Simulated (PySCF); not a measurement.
## Vibration and rotation of BeSe⁺

UHF-CCSD(T) constants of BeSe⁺, ²Π (doublet), unpaired electrons π ↑ (PySCF, no relativity, basis sets Be pcseg-2, Se pcseg-2; masses 9.0122 and 79.9165 u):

| Property | Result |
| --- | --- |
| ωe | 731.8 cm⁻¹ |
| ωexe | 4.57 cm⁻¹ |
| Be | 0.53217 cm⁻¹ |
| αe | 0.00445 cm⁻¹ |
| D (centrifugal) | 1.13e-06 cm⁻¹ |
| De to Be⁺ + Se | 2.99 eV |

**Question.** Give the vibrational terms G(v) and spacings up to v = 6.

**Answer.** G(v) = ωe(v+½) − ωexe(v+½)².

| v | G(v) (cm⁻¹) | G(v) − G(v−1) | Bv (cm⁻¹) |
| --- | --- | --- | --- |
| 0 | 365 |  | 0.5299 |
| 1 | 1087 | 723 | 0.5255 |
| 2 | 1801 | 714 | 0.5210 |
| 3 | 2505 | 704 | 0.5166 |
| 4 | 3201 | 695 | 0.5121 |
| 5 | 3887 | 686 | 0.5077 |
| 6 | 4564 | 677 | 0.5032 |

**Question.** How well does the Morse estimate ωe²/(4ωexe) reproduce De, and what is D0?

**Answer.** It gives 3.63 eV, 121 % of the computed De. D0 = De − G(0) = 2.99 − 0.05 = 2.94 eV.

Correlated steps freeze 9 core orbitals. Spin–orbit coupling is left out. For an ion De counts to the pair picked by the measured ionisation energies or electron affinities, which need not be the lowest pair at this level. The state is the lowest determinant that a PBE0 search found; another state may lie lower at other levels.
